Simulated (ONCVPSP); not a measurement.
**LDA (Perdew-Wang 92) ONCV dataset for cobalt (Co), scalar-relativistic all-electron reference.**

cobalt (Co), optimised norm-conserving Vanderbilt (ONCV), made with ONCVPSP 4.0.1 (LDA (Perdew-Wang 92), scalar-relativistic). Core [Ar], reference 3d7 4s2. Waves: 4s: rc 2.35 bohr, ncon 4, nbas 7, qcut 3.1 1/bohr, 2 projectors, debl 3.6 Ha; p scattering state at 0.04 Ha: rc 2.05 bohr, ncon 5, nbas 9, qcut 3.8 1/bohr, 2 projectors, debl 2.8 Ha; 3d: rc 1.10 bohr, ncon 3, nbas 7, qcut 12.8 1/bohr, 2 projectors, debl 2.5 Ha. Local part: polynomial inside 0.85 bohr (lpopt 5, dvloc0 0 Ha). Core correction: none.

Problem. Does the generator finish with these settings?

Solution. Yes, a potential is produced and its reference levels are reproduced.

Problem. Estimate the cutoffs (Ha) at which the residual kinetic energy of the hardest occupied pseudo-wave falls to 1 and 0.1 mHa per electron.

Solution. 67 Ha and 75 Ha.

Problem. What does a ghost test show?

Solution. Ghosts flagged at negative energy: s at -71.1 eV; GHOST(+) flagged for p at 56.3 eV. A true bound ghost makes a file unfit for plane-wave use.

Problem. Which valence shell sets the plane-wave cutoff?

Solution. 3d: 67 Ha for 1 mHa per electron, against 4 Ha for 4s.

Problem. Tests: 3d7 4s1; 3d7 4s0; 3d6 4s0; 3d6 4s2 4p1. Which has the largest error in its energy relative to the reference configuration, and how large is it?

Solution. 3d6 4s2 4p1, with -164 meV (all-electron minus pseudo) on +9.78 eV.
